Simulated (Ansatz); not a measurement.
Basis-set extrapolation for AlH6NOSi (`N[SiH2][AlH][OH]`) (PBE0-D4/def2-TZVP geometry, frozen core, Ansatz 0.2.0). Multiplicity 1, RHF reference.

```csv
,def2-TZVPP,def2-QZVPP
HF,-663.806955,-663.830262
MP2 correlation,-0.661720,-0.712952
CCSD(T) correlation,-0.726098,not run
```

Energies in hartree. Use E(X) = E(∞) + A·exp(−7.88·√X) for Hartree–Fock and E(X) = E(∞) + B·X^(−2.97) for correlation, with X = 3 and 4, and add CCSD(T) minus MP2 of the smaller set to the MP2 limit.

Problem. What is the CCSD(T) energy at the basis-set limit?

Solution. HF limit: -663.830262 + (-0.023307) × 0.13774 = -663.83347. MP2 limit: -0.712952 + (-0.051232) × 0.74074 = -0.75090. Higher-order term: -0.726098 − (-0.661720) = -0.06438. Total: -664.64875 hartree, 303.8 kJ/mol below CCSD(T)/def2-TZVPP.
